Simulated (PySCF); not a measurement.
All values below come from B3LYP-D3(BJ)/def2-TZVP // r2SCAN-D4/def2-SVP in PySCF 2.14.0. Gas-phase values, no solvent. One relaxed conformer stands for a flexible species; it need not be the lowest. B3LYP has the VWN-RPA correlation part, as in Gaussian. 

Reference species: [Sc(Cl)2(OH)] (neutral, multiplicity 1).

```
Quantity                                                        Result
------------------------------------------------------------  --------
coordination number                                                  3
mean distance from the central atom to its bonded neighbours   2.137 Å
charge on the central atom (Mulliken)                           1.25 e
LUMO                                                          -3.00 eV
```

After one change: the coordination number is nearly the same; the mean distance from the central atom to its bonded neighbours rises by 0.131 Å; the charge on the central atom (Mulliken) drops by 0.13 e; the LUMO drops by 0.62 eV.

Q: What was changed between the two runs? The new species is one of these.
(A) [Sc(OH)3]
(B) [Sc(Cl)(OH)2]
(C) [Sc(Cl)3]

A: C, [Sc(Cl)3]
